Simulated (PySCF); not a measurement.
**Exercise with solution: chemical shift, span and skew from a shielding tensor**

Be(NH2)(NMe2) (C₂H₈BeN₂), SMILES C[N](C)[Be][NH2]. Atoms are numbered in the order given.

```xyz
13

Be     0.0000     0.0000     1.0171
N      0.0000     0.0000     2.5189
H      0.8251     0.0000     3.1086
H     -0.8251     0.0000     3.1086
N      0.0000     0.0000    -0.4900
C      0.0000     1.2002    -1.2850
C      0.0000    -1.2002    -1.2850
H     -0.8898     1.2649    -1.9443
H      0.8898     1.2649    -1.9443
H      0.0000     2.0970    -0.6453
H      0.8898    -1.2649    -1.9443
H     -0.8898    -1.2649    -1.9443
H      0.0000    -2.0970    -0.6453
```
Charge 0, spin multiplicity 1.

Geometry: PBE0-D3(BJ)/def2-SVP. The values are those of a single conformer.

GIAO shieldings from PBE/pcSseg-1 in PySCF, non-relativistic, no solvent. The symmetric part of the tensor of N5 has the principal values 135.2, 225.2, 248.1 ppm. The same nucleus in NH3 has σ = 267.0 ppm at this level (PySCF, at its B3LYP-D3(BJ)/def2-TZVP geometry).

Work out the isotropic shielding, the ¹⁵N shift against NH3, the span and the skew.


σ(iso) = (σ11 + σ22 + σ33)/3 = 202.8 ppm. δ = σ(ref) − σ(iso) = 267.0 − (202.8) = 64.2 ppm.
Span Ω = σ33 − σ11 = 112.9 ppm. Skew κ = 3(σ(iso) − σ22)/Ω = -0.59. Tumbling in solution averages the tensor to δ; in a static solid the shielding alone would spread this spin-1/2 line over Ω.
